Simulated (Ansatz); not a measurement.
Reaction (ligand exchange at the Sn–N bond): `C[NH][SnH2][SiH3]` + `N[SiH3]` → `[SiH3][NH][SnH2][SiH3]` + CH₃NH₂

Computed with Ansatz on PBE0-D4/def2-TZVP structures; ΔE is electronic, products minus reactants. CCSD(T)/CBS adds triple-zeta CCSD(T) − MP2 to the extrapolated MP2 energy (def2 sets, frozen cores). This one scheme is used for every species. DFT in def2-TZVPP. Elements past krypton have def2 core potentials. For Sn outer-core shells are correlated without core-valence functions, which leaves a few kJ/mol of doubt a bond. One conformer a species, not always the lowest.

(1) Is it downhill or uphill in electronic energy at CCSD(T)/CBS, and by how much? (Best estimate.)

(2) What do these levels give: r2SCAN-D4, HF/def2-TZVPP, SCS-MP2/def2-TZVPP, CCSD/def2-TZVPP, CCSD(T)/def2-TZVPP, MP2/CBS(def2)? (An estimate is asked.)

Largest T1 diagnostic among the species: 0.013.

Results:

(1) Computed: Downhill: ΔE = -4.7 kcal/mol.

(2) The calculation gave: r2SCAN-D4 -3.7, HF/def2-TZVPP -5.0, SCS-MP2/def2-TZVPP -4.5, CCSD/def2-TZVPP -4.6, CCSD(T)/def2-TZVPP -4.5, MP2/CBS(def2) -4.6 kcal/mol.

The D4 term adds −1.1 kcal/mol with B3LYP and −0.6 kcal/mol with PBE0; it sums over pairs of atoms, weighted by their polarisabilities, and B3LYP, whose exchange is more repulsive, gets the larger term. From PBE to PBE0 (25 % exact exchange), in def2-TZVPP and without D4, ΔE moves by −1.0 kcal/mol.

B3LYP here is the variant with VWN-RPA as its local correlation; programs differ in this.
